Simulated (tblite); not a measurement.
Compound: C3H6BF2N.
Cartesian coordinates in Å at the GFN2-xTB level; atoms count from 1:
```xyz
13
C3H6BF2N angstrom
N     -2.7830    0.2495    0.1185
C     -1.7075   -0.1709   -0.3635
C     -0.3392    0.4408   -0.2687
C      0.7109   -0.5949    0.1601
B      2.1831   -0.0327    0.2549
F      2.5181    1.1978   -0.0729
F      3.1936   -0.7677    0.6719
H     -2.7092    1.1206    0.6447
H     -1.7650   -1.0987   -0.9279
H     -0.3497    1.2784    0.4331
H     -0.0738    0.8343   -1.2540
H      0.4236   -1.0202    1.1263
H      0.6936   -1.4357   -0.5401
```

Computed values, GFN2-xTB/tblite, gas phase, harmonic and unscaled. Errors from tens to a few hundred cm⁻¹ against measured bands are possible. One conformer, not necessarily the lowest.

Harmonic wavenumbers (cm⁻¹): 25.2, 53.3, 75.0, 120.6, 274.5, 337.3, 394.4, 473.7, 490.2, 693.9, 749.0, 784.8, 925.5, 1012.1, 1066.5, 1082.9, 1091.7, 1182.7, 1219.6, 1236.8, 1276.0, 1287.3, 1335.9, 1349.2, 1451.9, 1461.2, 1753.3, 2946.6, 2961.2, 2973.4, 2980.5, 2998.2, 3304.5.

A = 7690, B = 1030, C = 939.8 MHz; mass 105.056 u (most abundant isotopes); point group C1, symmetry number 1.

Question: Zero-point energy?

Answer: ½Σν̃ = 20684 cm⁻¹ = 59.14 kcal/mol.

Question: Give the ideal-gas entropy at 350 K and 1 bar in the rigid-rotor, harmonic-oscillator model (classical rotation).

Answer: Translation 40.69, rotation 28.64, vibration 28.18: S = 97.5 cal/(mol K).

Question: And Cp and H(350 K) − H(0)?

Answer: Cp = 31.89 cal/(mol K), of which vibrations give 23.94 (their classical limit is 33 R = 65.6); H(350 K) − H(0) = 7.31 kcal/mol without the zero-point energy, 4.53 from vibrations.

Question: Blend soft modes into free rotors: weight 1/[1 + (100 cm⁻¹/ν̃)⁴] for the oscillator and the rest for a rotor with moment μB/(μ + B), μ = h/(8π²ν), B = 10⁻⁴⁴ kg m². What vibrational entropy results?

Answer: 23.86 cal/(mol K) in place of 28.18, which changes −T·S at 350 K by +1.52 kcal/mol.

Question: What must be added to the electronic energy to get the Gibbs energy at 350 K and 1 bar?

Answer: ZPE + [H(350 K) − H(0)] − T·S = 59.14 + 7.31 − 34.13 = 32.32 kcal/mol.

Question: How do the functions run with temperature in this model?

Answer: 
```json
{"T (K)": "50", "S (cal/(mol K))": "58.9", "Cp (cal/(mol K))": "13.7", "H − H(0) (kcal/mol)": "0.55", "G − H(0) (kcal/mol)": "-2.40", "ln q(vib)": "1.06"}
{"T (K)": "100", "S (cal/(mol K))": "69.4", "Cp (cal/(mol K))": "16.6", "H − H(0) (kcal/mol)": "1.31", "G − H(0) (kcal/mol)": "-5.63", "ln q(vib)": "2.46"}
{"T (K)": "298.15", "S (cal/(mol K))": "92.7", "Cp (cal/(mol K))": "28.5", "H − H(0) (kcal/mol)": "5.74", "G − H(0) (kcal/mol)": "-21.89", "ln q(vib)": "6.70"}
{"T (K)": "373.15", "S (cal/(mol K))": "99.6", "Cp (cal/(mol K))": "33.3", "H − H(0) (kcal/mol)": "8.07", "G − H(0) (kcal/mol)": "-29.10", "ln q(vib)": "8.10"}
{"T (K)": "500", "S (cal/(mol K))": "110.4", "Cp (cal/(mol K))": "40.5", "H − H(0) (kcal/mol)": "12.77", "G − H(0) (kcal/mol)": "-42.43", "ln q(vib)": "10.39"}
{"T (K)": "750", "S (cal/(mol K))": "128.9", "Cp (cal/(mol K))": "50.5", "H − H(0) (kcal/mol)": "24.25", "G − H(0) (kcal/mol)": "-72.41", "ln q(vib)": "14.65"}
{"T (K)": "1000", "S (cal/(mol K))": "144.3", "Cp (cal/(mol K))": "56.8", "H − H(0) (kcal/mol)": "37.72", "G − H(0) (kcal/mol)": "-106.61", "ln q(vib)": "18.57"}
```

q(vib) and H(0) count from the zero-point level.

Hindered rotation and anharmonicity are outside this model. Other conformers, if any are populated, would add a mixing term that is left out. The structure is chiral; the term R ln 2 for an equal mix with its mirror image is left out.
